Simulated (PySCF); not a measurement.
These compounds are isomers of formula C6H5Cl.

A. `CC#CC1=C(Cl)C1`
B. SMILES C=C1C=C(Cl)C1=C
C. SMILES CC#CC#CCCl

Spectrum 1. $^{1}$H NMR (400 MHz, computed): δ 7.05 (s, 1H), 5.20 (m, 1H), 5.20 (m, 1H), 5.05 (m, 1H), 4.97 (m, 1H). $^{13}$C{$^{1}$H} NMR (computed): δ 157.9 (C), 156.8 (C), 152.8 (CH), 150.6 (C), 100.8 (CH2), 99.0 (CH2).

Spectrum 2. $^{1}$H NMR (400 MHz, computed): δ 2.38 (s, 3H), 1.70 (s, 2H). $^{13}$C{$^{1}$H} NMR (computed): δ 127.5 (C), 113.3 (C), 101.3 (C), 73.6 (C), 22.9 (CH2), 6.7 (CH3).

Spectrum 3. $^{1}$H NMR (400 MHz, computed): δ 4.37 (s, 2H), 2.19 (s, 3H). $^{13}$C{$^{1}$H} NMR (computed): δ 86.5 (C), 83.0 (C), 74.3 (C), 71.7 (C), 39.2 (CH2), 5.6 (CH3).

[PySCF 2.14.0 with density-fitted response routines: NMR shieldings at PBE0/pcSseg-1/GIAO; coordinates at the GFN2-xTB level; gas phase; non-relativistic; rapidly exchanging positions averaged; one computed conformer]

δ = σ(ref) − σ, references computed at the same level: TMS for $^{1}$H (31.72 ppm), $^{13}$C (186.93 ppm). Where no couplings were computed, multiplicities follow the n + 1 count of equivalent neighbours, and m marks all less simple cases (inequivalent or close neighbours, rings, F or P nearby). Shifts are as computed. Against solution values, carbons near 30 ppm lie about +3 ppm off and those near 130 ppm about +5 ppm; carbons on Cl a further +6 ppm (rms about the fit 2.1 ppm; single classes can miss by 10 ppm). Of 1328 compounds with measured shifts, 309 miss one by over three times the rms of a fit or turn the order of signals round; such compounds aren't used in these exercises. Signals without a measured value on file couldn't be tested in this way; 1H shifts scatter by 0.2 ppm about their fit, and single ones miss by 0.5 ppm. Carbons bonded to Cl come out too deshielded.

**Question.** Match each spectrum to its structure.

**Answer.** 1–B, 2–A, 3–C.

- Spectrum 1 (B): 6 $^{13}$C signals; δC 157.9 is a fully substituted alkene carbon; δC 156.8 is a fully substituted alkene carbon.
- Spectrum 2 (A): 6 $^{13}$C signals; δC 127.5 is a fully substituted alkene carbon; δC 101.3 is a fully substituted alkene carbon.
- Spectrum 3 (C): 6 $^{13}$C signals; δC 86.5 is an alkyne carbon; δC 83.0 is an alkyne carbon.
